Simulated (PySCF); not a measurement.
C5H6N2S.
Atom-mapped SMILES: `[H]/[N:1]=[CH:2]\[c:3]1[cH:4][cH:5][c:6]([NH2:7])[s:8]1` (hydrogens: H9 on N1; H10 on C2; H11 on C4; H12 on C5; H13, H14 on N7)

Computed with PySCF at PBE0/pcSseg-1 and PBE0/def2-SVPD, non-relativistic, on one gas-phase PBE0-D3(BJ)/def2-SVP geometry that isn't relaxed in the solvent. The solvent is an IEF-PCM continuum (Bondi radii, 1.10 Å for H, scaled by 1.2). Only the electrostatic response of the medium enters.

Gas phase at PBE0/pcSseg-1: HOMO -5.97 eV, LUMO -1.19 eV, dipole 5.45 D.

Q: What does the continuum do to the energy, the frontier levels and the dipole at PBE0/pcSseg-1 in cyclohexane and chloroform?

A: 
| solvent | ε | E(solvent) − E(gas) (kJ/mol) | polarisation term (kJ/mol) | distortion of the solute (kJ/mol) | HOMO (eV) | LUMO (eV) | dipole (D) |
| --- | --- | --- | --- | --- | --- | --- | --- |
| cyclohexane | 2.017 | -18.97 | -20.32 | 1.35 | -5.92 | -1.19 | 6.19 |
| chloroform | 4.711 | -34.99 | -39.55 | 4.56 | -5.90 | -1.21 | 6.82 |

The polarisation term is half the interaction of the solute with the surface charges that it induces; the rest is the cost of distorting the solute's density. The sum is the electrostatic part of solvation alone. From cyclohexane to chloroform the lowering changes by a factor 1.84, Onsager's factor (ε − 1)/(2ε + 1) by 1.76 and ε itself by 2.3.

Q: Which radius a makes the point-dipole formula ΔE = −[(ε − 1)/(2ε + 1)]·μ²/a³ give the value in chloroform, with the gas-phase dipole?

A: μ = 2.142 au and |ΔE| = 0.01333 Eh give a = 2.63 Å; the farthest nucleus lies 3.47 Å from the centroid of the nuclei, so such a sphere wouldn't even hold the nuclei. The formula assumes a rigid point dipole at the centre of a sphere.

Q: Which ESP-fitted charges (PBE0/pcSseg-1) respond most in chloroform (means over atoms taken as equivalent)?

A: 
```json
{"atoms": "N1", "environment": "imine nitrogen", "gas (e)": "-0.787", "solvent (e)": "-0.884", "change": "-0.097"}
{"atoms": "N7", "environment": "aniline-type nitrogen", "gas (e)": "-0.722", "solvent (e)": "-0.777", "change": "-0.055"}
{"atoms": "C6", "environment": "aromatic carbon bearing nitrogen", "gas (e)": "+0.273", "solvent (e)": "+0.312", "change": "+0.039"}
{"atoms": "C2", "environment": "imine carbon", "gas (e)": "+0.434", "solvent (e)": "+0.474", "change": "+0.040"}
{"atoms": "H13/H14", "environment": "N–H hydrogen", "gas (e)": "+0.362", "solvent (e)": "+0.398", "change": "+0.036"}
{"atoms": "C3", "environment": "substituted aromatic carbon", "gas (e)": "-0.189", "solvent (e)": "-0.222", "change": "-0.033"}
{"atoms": "H9", "environment": "N–H hydrogen", "gas (e)": "+0.400", "solvent (e)": "+0.432", "change": "+0.032"}
{"atoms": "C5", "environment": "aromatic CH carbon", "gas (e)": "-0.288", "solvent (e)": "-0.310", "change": "-0.022"}
{"atoms": "H11", "environment": "aromatic hydrogen", "gas (e)": "+0.201", "solvent (e)": "+0.217", "change": "+0.016"}
{"atoms": "H12", "environment": "aromatic hydrogen", "gas (e)": "+0.195", "solvent (e)": "+0.211", "change": "+0.016"}
{"atoms": "S8", "environment": "thiophene-type sulfur", "gas (e)": "-0.048", "solvent (e)": "-0.054", "change": "-0.006"}
{"atoms": "C4", "environment": "aromatic CH carbon", "gas (e)": "-0.237", "solvent (e)": "-0.243", "change": "-0.006"}
```

Gas phase at PBE0/def2-SVPD: HOMO -6.03 eV, LUMO -1.32 eV, dipole 5.42 D.

Q: What does the continuum do to the energy, the frontier levels and the dipole at PBE0/def2-SVPD in chloroform?

A: 
| solvent | ε | E(solvent) − E(gas) (kJ/mol) | polarisation term (kJ/mol) | distortion of the solute (kJ/mol) | HOMO (eV) | LUMO (eV) | dipole (D) |
| --- | --- | --- | --- | --- | --- | --- | --- |
| chloroform | 4.711 | -33.72 | -39.06 | 5.34 | -5.95 | -1.33 | 6.98 |

Q: How does the static polarisability (PBE0/def2-SVPD, frozen core, with the continuum's full static response) change?

A: 
| medium | isotropic (au) | principal values (au) | ⟨r²⟩ of the electrons (bohr²) |
| --- | --- | --- | --- |
| gas | 99.8 | 55.8, 99.5, 144.0 | 1158.5 |
| chloroform | 132.6 | 70.6, 130.8, 196.2 | 1158.4 |

The isotropic value in chloroform is 1.33 times the gas-phase one; no cavity-field correction is applied. ⟨r²⟩ is taken about the centre of nuclear charge.

Shape of the structure used: `[H]/[N:1]=[CH:2]\[c:3]1[cH:4][cH:5][c:6]([NH2:7])[s:8]1`: N1–C2–C3–C4 180°, H–N7–C6–C5 159°, H–N7–C6–C5 20°.
